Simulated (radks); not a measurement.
Excited configurations of In I: one electron is placed in a higher orbital outside [Kr] 4d10 5s2. The ground configuration is [Kr] 4d10 5s2 5p1. Method: Dirac Kohn-Sham, PBE, spin-unpolarised, spherical densities, point nucleus; open shells fill j = l - 1/2 first; computed with a radial shooting solver on a logarithmic mesh with Libxc functionals. Excitation = E - E(ground); binding = E(ion) - E, where the ion is the core of charge +1; n* = 1/sqrt(2 binding) in atomic units, and the quantum defect is n - n*.

outer orbital  excitation (eV)  binding (eV)     n*  quantum defect  eigenvalue (eV)  <r> (bohr)
4f5/2                    4.660         0.912  3.863           0.137           -0.434       17.31
5d3/2                    3.895         1.677  2.848           2.152           -0.705       9.512
6p1/2                    3.593         1.979  2.622           3.378           -1.104       10.00
6f5/2                    5.116         0.456  5.463           0.537           -0.286       43.89
7d3/2                    4.866         0.706  4.389           2.611           -0.433       29.01

The Delta-SCF ionisation energy is 5.572 eV (NIST Atomic Spectra Database: 5.786 eV, measured). Self-interaction in the functional shifts the binding energies and quantum defects, so they are the method's values and not measured ones. Spin polarisation and multiplet splitting are left out, so open shells lie too high by an amount that depends on their filling.

Beside tabulated values, note that spin-unpolarised runs miss the spin-polarisation part of the exchange energy of open shells.
